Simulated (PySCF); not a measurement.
A structure optimised at B3LYP-D3(BJ)/def2-SVP, used in a PySCF frequency run:

```
Ga
C 1 1.9853
H 2 1.0999 1 112.70
H 2 1.1020 3 109.05 1 123.68
H 2 1.1042 3 108.00 4 116.16
C 1 1.9857 2 121.52 3 163.62
H 6 1.1006 1 112.04 2 151.76
H 6 1.1015 7 109.16 1 124.16
H 6 1.1042 7 107.52 8 116.35
P 1 2.3465 2 119.24 3 -21.83
H 10 1.4289 1 95.30 2 142.92
H 10 1.4289 11 95.00 1 95.67
```

Question: Write its SMILES and formula.

Answer: [CH3][Ga]([CH3])[PH2], C₂H₈GaP

Question: What are its rotational constants (standard atomic weights)?

Answer: 4.7677, 2.4740, 1.6823 GHz
